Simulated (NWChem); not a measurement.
A series in which one site is exchanged, each optimised at PBE0/def2-SVP with NWChem, gas phase unless a solvent is named. Low-valent species are run as closed-shell singlets; no triplet was tried in these runs. This build's default masses of Se (78.918 u) and Br (79.917 u) are each other's, which moves their modes by up to 0.6 %. For some, no frequency run checked for a minimum. def2 effective core potentials on I; no spin-orbit coupling.

A: [CH3][Ge][Br] (CH3BrGe; site = Br)
B: [CH3][Ge][I] (CH3GeI; site = I)
C: [F][Ge][CH3] (CH$_{3}$FGe; site = F)
D: [Ge]([Cl])[CH3] (CH₃ClGe; site = Cl)

Values for A:

- vertical ionisation energy, ΔSCF, PBE/def2-SVP (eV) = 8.67
- vertical ionisation energy, ΔSCF, B3LYP/def2-SVP (eV) = 8.87
- lowest singlet excitation, B3LYP/def2-SVPD, TDA (eV) = 2.82

Problem. How do these values change for the other members?

Solution. 
```tsv
change from A	B	C	D
vertical ionisation energy, ΔSCF, PBE/def2-SVP (eV)	-0.24	+0.31	+0.13
vertical ionisation energy, ΔSCF, B3LYP/def2-SVP (eV)	-0.25	+0.31	+0.12
lowest singlet excitation, B3LYP/def2-SVPD, TDA (eV)	-0.26	+0.41	+0.14
```
